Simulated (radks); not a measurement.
The numbers below are computed, except where a source is named.
Valence configurations of neutral cobalt (all share [Ar]). Code: a radial shooting solver on a logarithmic mesh with Libxc functionals. Model: scalar-relativistic Kohn-Sham, r2SCAN, spin-polarised, spherical densities, finite nucleus; open shells are filled with parallel spins first; meta-GGA in the generalised Kohn-Sham scheme; Fermi nuclear charge, rms radius 3.7875 fm. Energies are relative to 3d7 4s2; eigenvalues in eV for spin up.

[
 {"valence": "3d7.5 4s1.5", "E (eV)": "-0.162", "moment (Bohr magnetons)": "3", "e(3d)": "-7.462", "e(4p)": "-", "e(4s)": "-5.572"},
 {"valence": "3d8 4s1", "E (eV)": "-0.060", "moment (Bohr magnetons)": "3", "e(3d)": "-5.204", "e(4p)": "-", "e(4s)": "-5.154"},
 {"valence": "3d7 4s2", "E (eV)": "0.000", "moment (Bohr magnetons)": "3", "e(3d)": "-9.972", "e(4p)": "-", "e(4s)": "-5.948"},
 {"valence": "3d7 4s1.5 4p0.5", "E (eV)": "1.835", "moment (Bohr magnetons)": "4", "e(3d)": "-10.792", "e(4p)": "-2.035", "e(4s)": "-6.915"},
 {"valence": "3d9", "E (eV)": "2.367", "moment (Bohr magnetons)": "1", "e(3d)": "-2.273", "e(4p)": "-", "e(4s)": "-"},
 {"valence": "3d6.5 4s2 4p0.5", "E (eV)": "2.894", "moment (Bohr magnetons)": "4", "e(3d)": "-13.660", "e(4p)": "-2.210", "e(4s)": "-7.345"},
 {"valence": "3d7 4s1 4p1", "E (eV)": "2.998", "moment (Bohr magnetons)": "5", "e(3d)": "-11.367", "e(4p)": "-2.620", "e(4s)": "-7.650"},
 {"valence": "3d6 4s2 4p1", "E (eV)": "6.711", "moment (Bohr magnetons)": "5", "e(3d)": "-17.504", "e(4p)": "-3.070", "e(4s)": "-8.667"},
 {"valence": "3d6 4s1 4p2", "E (eV)": "9.371", "moment (Bohr magnetons)": "7", "e(3d)": "-18.512", "e(4p)": "-4.017", "e(4s)": "-9.933"},
 {"valence": "3d6.5 4p2.5", "E (eV)": "11.191", "moment (Bohr magnetons)": "6", "e(3d)": "-16.338", "e(4p)": "-3.969", "e(4s)": "-"}
]

NIST lists [Ar] 3d7 4s2 as the ground configuration; this level of theory puts 3d7.5 4s1.5 lower, by 0.162 eV. The energies are those of spherical high-spin densities, not of single terms.
